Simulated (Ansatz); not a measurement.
Species: AlPH4, charge 0, singlet. AlPH4 (SMILES [AlH2][PH2]).
B3LYP-D3(BJ)/def2-TZVP minimum from Ansatz (a quantum-chemistry and plane-wave program):
```
Al
H 1 1.5801
H 1 1.5801 2 121.00
P 1 2.3300 2 119.37 3 -174.16
H 4 1.4183 1 94.96 2 -44.88
H 4 1.4183 5 95.50 1 95.48
```

Total energies in hartree (Ansatz). UHF or UKS for unpaired electrons; spin-orbit terms are left out. Correlated methods leave the cores frozen. No relativity. For partners of very few electrons the exact lower level stands in for a higher one.

```tsv
species	HF/cc-pV(T+d)Z	CCSD(T)/cc-pV(T+d)Z	HF/cc-pV(Q+d)Z	CCSD(T)/cc-pV(Q+d)Z	CCSDT(Q)/cc-pV(T+d)Z
1: AlPH4 (SMILES [AlH2][PH2])	-585.00519	-585.29940	-585.01114	-585.32080	-585.30113
2: Al (doublet)	-241.87908	-241.93131	-241.88044	-241.93374	-241.93179
3: H (doublet)	-0.49981	-0.49981	-0.49995	-0.49995	-0.49981
4: P (quartet)	-340.71631	-340.82157	-340.71872	-340.82830	-340.82249
```

Problem. Work out the atomisation energy (electronic, to ground-state atoms) in kcal/mol: take Hartree-Fock from cc-pV(Q+d)Z, extrapolate the CCSD(T) correlation energy as X^-3 (X = 3, 4), and add CCSDT(Q) - CCSD(T) in cc-pV(T+d)Z. 1 hartree = 627.51 kcal/mol.

Solution. 
Species 1: correlation (64·(-0.30966) - 27·(-0.29421))/37 = -0.32093; step -0.00173; E1 = -585.01114 + (-0.32093) + (-0.00173) = -585.33380
Species 2: correlation (64·(-0.05330) - 27·(-0.05223))/37 = -0.05408; step -0.00048; E2 = -241.88044 + (-0.05408) + (-0.00048) = -241.93500
Species 3: correlation (64·(0.00000) - 27·(0.00000))/37 = 0.00000; step +0.00000; E3 = -0.49995 + (0.00000) + (+0.00000) = -0.49995
Species 4: correlation (64·(-0.10958) - 27·(-0.10526))/37 = -0.11273; step -0.00092; E4 = -340.71872 + (-0.11273) + (-0.00092) = -340.83237
-1·E1 +1·E2 +4·E3 +1·E4 = 0.56663 hartree = 355.6 kcal/mol.
